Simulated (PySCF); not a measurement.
## Radial density of Sc (scandium, neutral)

LDA, [Ar] 3d1 4s2, 2D determinant. Computed with PySCF 2.14 in cc-pVDZ, with no relativity, point nucleus.

| r (bohr) | 4πr²ρ (e/bohr) | 4πr²(ρα − ρβ) |
| --- | --- | --- |
| 0.00131 | 0.1258 | 0.0000 |
| 0.00220 | 0.3428 | 0.0000 |
| 0.00370 | 0.9108 | 0.0000 |
| 0.00622 | 2.318 | 0.0001 |
| 0.0105 | 5.489 | 0.0002 |
| 0.0176 | 11.52 | 0.0003 |
| 0.0296 | 19.81 | 0.0005 |
| 0.0498 | 24.74 | 0.0004 |
| 0.0838 | 20.65 | 0.0000 |
| 0.141 | 19.28 | 0.0022 |
| 0.237 | 26.29 | 0.0204 |
| 0.399 | 14.95 | 0.1059 |
| 0.671 | 7.102 | 0.3291 |
| 1.13 | 8.073 | 0.4903 |
| 1.90 | 2.137 | 0.3458 |
| 3.19 | 0.7743 | 0.1215 |
| 5.37 | 0.2179 | 0.0122 |
| 9.03 | 0.008562 | 0.0000 |

⟨S²⟩ = 0.97 against 0.75 shows spin contamination.
